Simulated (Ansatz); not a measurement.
Calculated with Ansatz (gas phase, PBE0-D4/def2-TZVP geometries, no zero-point term in ΔE). CCSD(T)/CBS is the MP2 limit (def2-TZVPP, def2-QZVPP) plus CCSD(T) − MP2 in def2-TZVPP, frozen cores. This one scheme is used for every species. DFT in def2-TZVPP. B3LYP here is the variant with VWN-RPA as its local correlation; programs differ in this. One conformer a species, not always the lowest.

Reaction (ligand exchange at the Si–C bond): `C[SiH2]CSS` + `N[SiH](O)O` → `C[SiH2]N[SiH](O)O` + `CSS`

```
             level  ΔE (kJ/mol)
          B3LYP-D4        -62.0
           ωB97X-V        -62.5
            B2PLYP        -65.6
               PBE        -56.3
            r2SCAN        -61.9
CCSD(T)/def2-TZVPP        -62.2
     HF/def2-QZVPP        -81.2
    CCSD/CBS(def2)        -64.3
```

Task: What does CCSD(T)/CBS give? (Best estimate.)

Result: The calculation gave: -61.4 kJ/mol. The listed levels differ from it by -0.6, -1.1, -4.2, 5.1, -0.5, -0.8, -19.8, -2.9 kJ/mol.

Largest T1 diagnostic among the species: 0.011.

From PBE to PBE0 (25 % exact exchange), in def2-TZVPP and without D4, ΔE moves by −4.1 kJ/mol. In def2-TZVPP, CCSD(T) changes the Hartree–Fock value by +17.9 kJ/mol (the triples alone add +2.9 kJ/mol) and MP2 by +18.7 kJ/mol.
